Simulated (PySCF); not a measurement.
AlClH₂Se₂. Atoms are numbered in the order given.

```xyz
6

Al     0.0000     0.0000     0.4074
Cl     0.0000     0.0000     2.5124
Se     0.0000     2.0588    -0.6475
H      0.0000     1.4437    -1.9901
Se     0.0000    -2.0588    -0.6475
H      0.0000    -1.4437    -1.9901
```

The structure is a stationary point at B3LYP-D3(BJ)/def2-SVP. The structure was generated by enumeration; whether it is a known compound was not checked. One conformer was computed; it need not be the lowest.

The numbers are results of CAM-B3LYP/def2-TZVP run with PySCF, not measurements.

Gas-phase values at a fixed geometry.

**Question.** Estimate the frontier levels, gap, dipole moment and polarisability. (The exact figures need the calculation; the answer reports its results.)

**Answer.** 
```
Quantity                                                                                                         Value
---------------------------------------------------------------------------------------------  -----------------------
highest occupied level                                                                                        -8.73 eV
lowest empty level                                                                                            -0.15 eV
orbital gap                                                                                                    8.58 eV
dipole moment                                                                                                   1.84 D
quadrupole, principal values (traceless, Buckingham form, about the centre of nuclear charge)    -4.07, 0.66, 3.42 D·Å
mean static polarisability                                                                       89.7 bohr³ (13.28 Å³)
polarisability, principal values                                                               66.0, 93.8, 109.1 bohr³
```
